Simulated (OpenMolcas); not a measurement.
## How basis sets differ on CHClFNOSi (SMILES O=C=N[SiH](F)Cl)

The species is CHClFNOSi (7 atoms), meant as a singlet with charge 0. SMILES: `O=C=N[SiH](F)Cl`. The coordinates come from a PBE0-D4/def2-TZVP relaxation. This is one conformer, not always the lowest.

Each level gives the HOMO–LUMO gap (eV). The values are calculated.

| level | kind | program | value (eV) | CPU time |
| --- | --- | --- | --- | --- |
| HF/ANO-L-MB | Hartree–Fock | OpenMolcas | 15.83 | 6 s |
| HF/ANO-RCC-MB (DKH2) | Hartree–Fock | OpenMolcas | 16.08 | 4.7 s |
| HF/STO-3G | Hartree–Fock | OpenMolcas | 17.03 | 6.2 s |
| HF/3-21G | Hartree–Fock | OpenMolcas | 16.28 | 8 s |
| HF/6-31G* (spherical functions) | Hartree–Fock | OpenMolcas | 16.44 | 14 s |

The values span 15.83 to 17.03 eV. A Hartree–Fock LUMO above zero doesn't converge with the basis: it sinks as sets grow more diffuse. Orbital gaps aren't excitation energies. Times are those of the runs behind each value, whatever else they computed, on shared processors of several kinds: orders of magnitude only.
